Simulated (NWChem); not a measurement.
System: C4H4F2; SMILES C1[C@@H](C=C1F)F

Here is an NWChem input.

```
start job
memory heap 200 mb stack 900 mb global 1100 mb
geometry units angstroms noautosym nocenter noautoz
  F      0.047933    -2.257151    -0.220344
  C      0.064142    -0.942707    -0.018413
  C      1.047618    -0.059975     0.180210
  C      0.037647     1.038339     0.429967
  F      0.071025     2.103150    -0.458455
  C     -1.100113    -0.001819     0.135902
  H      2.129020    -0.095122     0.207069
  H      0.021018     1.455598     1.442745
  H     -1.653874     0.230521    -0.778609
  H     -1.799347    -0.209929     0.953827
end
basis spherical
  * library 6-31g*
end
dft
  xc b3lyp
  iterations 150
end
cosmo
  do_cosmo_smd true
  solvent water
end
task dft energy
```

All runs use the structure optimised with B3LYP/6-31G* (spherical d). B3LYP is NWChem's, with the RPA form of VWN correlation. Solvent: water.

Level: B3LYP/6-31G* with SMD (1 M gas to 1 M solution), gas-phase geometry.

Q: Give the results of this calculation. (B3LYP/6-31G* (spherical d), SMD on the gas-phase geometry.) Quantities: solvation free energy (kcal/mol); cavity-dispersion-structure term (kcal/mol); dipole in solution (D).

A: 
```yaml
solvation free energy (kcal/mol): -0.1
cavity-dispersion-structure term (kcal/mol): 3.5
dipole in solution (D): 1.57
```
